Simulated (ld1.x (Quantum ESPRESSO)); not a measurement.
Varying the TM potential for beryllium (Be)

Base potential:

ld1.x (Quantum ESPRESSO) 7.5 input, shortened:

```
&input
   title='Be', zed=4., rel=1, dft='PBE', iswitch=3,
   config='[He] 2s1.75 2p0 3d-2'
 /
 &inputp
   pseudotype=2, tm=.true., lloc=0,
   nlcc=.false.
 /
3
2P  2  1   0.00   0.00  3.65  3.65  0.0
3D  3  2  -2.00   0.20  3.05  3.05  0.0
2S  1  0   1.75   0.00  2.20  2.20  0.0
 &test
   configts(1)='2s1.75 2p0'
 /
```

Cutoffs, loose and tight: the cutoffs (Ry, on a coarse ladder) from which the occupation-weighted sum of valence levels, in a spherical-Bessel basis at the reference potential, stays within 10 and 1 mRy of its value at 400 Ry. They do not see the model core or the augmentation charge, which bear on the density cutoff. Test errors are all-electron minus pseudo excitation energies from the reference, over the configurations 2s2 2p0; 2s1 2p0; 2s1.5 2p0; 2s0 2p2; 2s0 2p1; 2s1 2p1. A dash means not determined; rows that change the core or the reference have their own tests.

A true bound ghost makes a file unfit for plane-wave use even where its test errors are small: the radial tests pick states by their node count and pass the ghost by.

```csv
change,outcome,"cutoff, loose","cutoff, tight",bound ghosts,largest test error (meV)
base,generated,8 Ry,18 Ry,none,-87
core correction a·sin(br)/r model core inside 2.74 bohr,generated,8 Ry,18 Ry,none,-87
wave 3d channel at 0.2 Ry: rc 3.05 bohr becomes 3d channel at 6.48 Ry: rc 3.05 bohr,generated,8 Ry,18 Ry,none,-87
wave 2s (bound): rc 2.20 bohr becomes 2s (bound): rc 2.26 bohr,generated,8 Ry,18 Ry,none,-88
wave 3d channel at 0.2 Ry: rc 3.05 bohr becomes 3d channel at 0.2 Ry: rc 2.46 bohr,generated,8 Ry,18 Ry,none,-87
"type ultrasoft; waves now 2s (bound): rcut 1.90, rcutus 2.20 bohr; 2s channel at -0.05 Ry: rcut 1.90, rcutus 2.20 bohr; 2p (bound): rcut 3.15, rcutus 3.65 bohr; 2p channel at 0.85 Ry: rcut 3.15, rcutus 3.65 bohr; 3d channel at 0.2 Ry: rcut 2.65, rcutus 3.05 bohr; local potential all-electron potential smoothed inside 2.10 bohr (lloc = -2); augmentation built from norm-conserving waves at rcut, not smoothed further",generated,6 Ry,6 Ry,p,-36
"all radii scaled by about 0.74 (s 1.64, p 2.70, d 2.26 bohr)",generated,10 Ry,25 Ry,none,-30
```

(1) What comes out with this change to the base: wave 2p (bound): rc 3.65 bohr becomes 2p (bound): rc 4.88 bohr?

(2) What comes out with this change to the base: functional LDA (PZ)?

(3) What comes out with this change to the base: reference 2s1 2p0?

## Answers

(1) outcome: generated; cutoff, loose: 8 Ry; cutoff, tight: 18 Ry; bound ghosts: none; largest test error (meV): -213.

(2) outcome: generated; cutoff, loose: 8 Ry; cutoff, tight: 18 Ry; bound ghosts: none; largest test error (meV): -69.

(3) outcome: generated; cutoff, loose: 8 Ry; cutoff, tight: 12 Ry; bound ghosts: none; largest test error (meV): +96.
